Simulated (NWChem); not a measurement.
Program: NWChem. System: H$_{4}$AlClO, charge 0, spin multiplicity 1, at a geometry optimised with PBE/def2-SVP. The structure started from a generated list of species. Level: G0W0@PBE/def2-TZVPP, RI basis def2-tzvpp-rifit.

The NWChem input:

```
start mol
memory heap 200 mb stack 700 mb global 1700 mb
geometry units angstroms nocenter noautoz noautosym
  Al     0.956407    -0.291384     0.066827
  H      1.433236    -1.289750     1.213582
  H      1.945700     0.359366    -1.013601
  Cl    -1.097848    -0.589404    -0.626672
  O      0.344851     1.395059     1.023758
  H     -0.610014     1.362647     0.767820
  H      0.702393     2.215131     0.626804
end
basis spherical
  * library def2-tzvpp
end
basis "ri basis" bse spherical
  * library def2-tzvpp-rifit
end
dft
  xc xpbe96 cpbe96
  iterations 100
  direct
  tolerances tight
end
task dft energy
gw
  method cdgw
  states alpha occ 4 vir 2
end
task dft gw
```

NWChem printed:

```
             Northwest Computational Chemistry Package (NWChem) 7.3.0
             --------------------------------------------------------

                                NWChem Input Module
                                -------------------

 Scaling coordinates for geometry "geometry" by  1.889725989
 (inverse scale =  0.529177249)

                             Geometry "geometry" -> ""
                             -------------------------

 Output coordinates in angstroms (scale by  1.889725989 to convert to a.u.)

  No.       Tag          Charge          X              Y              Z
 ---- ---------------- ---------- -------------- -------------- --------------
    1 Al                  13.0000     0.95640700    -0.29138400     0.06682700
    2 H                    1.0000     1.43323600    -1.28975000     1.21358200
    3 H                    1.0000     1.94570000     0.35936600    -1.01360100
    4 Cl                  17.0000    -1.09784800    -0.58940400    -0.62667200
    5 O                    8.0000     0.34485100     1.39505900     1.02375800
    6 H                    1.0000    -0.61001400     1.36264700     0.76782000
    7 H                    1.0000     0.70239300     2.21513100     0.62680400

 Effective nuclear repulsion energy (a.u.)     143.5725508512

            Nuclear Dipole moment (a.u.)
            ----------------------------
        X                 Y               Z
 ---------------- ---------------- ----------------
    -0.0000037795     0.0000113384    -0.0000075589


 Summary of "ao basis" -> "" (spherical)
 ------------------------------------------------------------------------------
       Tag                 Description            Shells   Functions and Types
 ---------------- ------------------------------  ------  ---------------------
 *                         def2-tzvpp                 on all atoms

 new library libraries.bse/

 Summary of "ri basis" -> "" (spherical)
 ------------------------------------------------------------------------------
       Tag                 Description            Shells   Functions and Types
[...]
        -110.967013082270        -127.320330143036         462.004150850431

     Multipole analysis of the density
     ---------------------------------

     L   x y z        total         alpha         beta         nuclear
     -   - - -        -----         -----         ----         -------
     0   0 0 0     -0.000000    -21.000000    -21.000000     42.000000

     1   1 0 0      0.041976      0.020990      0.020990     -0.000004
     1   0 1 0      1.498685      0.749337      0.749337      0.000011
     1   0 0 1      0.416328      0.208168      0.208168     -0.000008

     2   2 0 0    -26.936746    -84.956876    -84.956876    142.977006
     2   1 1 0     -0.058637    -19.315728    -19.315728     38.572819
     2   1 0 1     -0.703534    -27.295696    -27.295696     53.887858
     2   0 2 0    -19.900734    -65.543337    -65.543337    111.185939
     2   0 1 1      2.168363    -30.978445    -30.978445     64.125254
     2   0 0 2    -27.353881    -46.890519    -46.890519     66.427157

 Task  times  cpu:       43.2s     wall:       43.2s

                                NWChem Input Module
                                -------------------

                                 NWChem GW Module
                                 ----------------

                             ***********************
                             ***        GW       ***
                             ***********************

 Summary of "ri basis" -> "ri basis" (spherical)
 ------------------------------------------------------------------------------
       Tag                 Description            Shells   Functions and Types
 ---------------- ------------------------------  ------  ---------------------
 Al                     def2-tzvpp-rifit            33      123   11s8p7d5f2g
 H                      def2-tzvpp-rifit            10       30   4s3p2d1f
 Cl                     def2-tzvpp-rifit            33      123   11s8p7d5f2g
 O                      def2-tzvpp-rifit            22       76   8s6p4d3f1g

                 Memory Information
                 ------------------
          Available GA per process is          1699.8 MBs
          Available stack per process is        700.0 MBs
          Available heap per process is           0.0 MBs

          Peak memory in Initialization
              Peak GA per process is                 15.0 MBs
              Peak stack per process is               0.3 MBs
              Peak heap per process is               15.5 MBs
              Memory not in MA per process            0.0 MBs

          Peak memory in CDGW Calculation
              Peak GA per process is                 18.2 MBs
              Peak stack per process is               3.0 MBs
              Peak heap per process is                3.5 MBs
              Memory not in MA per process            0.0 MBs

          Computing 2-center integrals
          Computing Inverse Cholesky factor
          Computing 3-center integrals
          Computing Vxc

          Computing Sigma_x
          Computing W(iw) on the imaginary grid
          Solving quasiparticle equations

                  Alpha Orbitals
          State     Energy (eV)     Error (eV)
          -----------------------------------
@GW        18        -11.188           0.002
@GW        19        -10.970           0.002
@GW        20        -10.679           0.002
@GW        21        -10.001           0.003
@GW        22          1.131           0.002
@GW        23          2.117           0.001

     GW Timing Statistics
   ------------------------
   Init.   :          0.1s
     ERIs  :          2.9s
     Distr.:          0.0s
     Vxc   :          1.3s
   Vmo     :          0.0s
   iW      :          6.7s
   I_n     :          0.0s
   R_n     :          0.6s
   GW total:         11.7s

 Task  times  cpu:       11.7s     wall:       11.7s

 Total times  cpu:       54.9s     wall:       54.9s
```
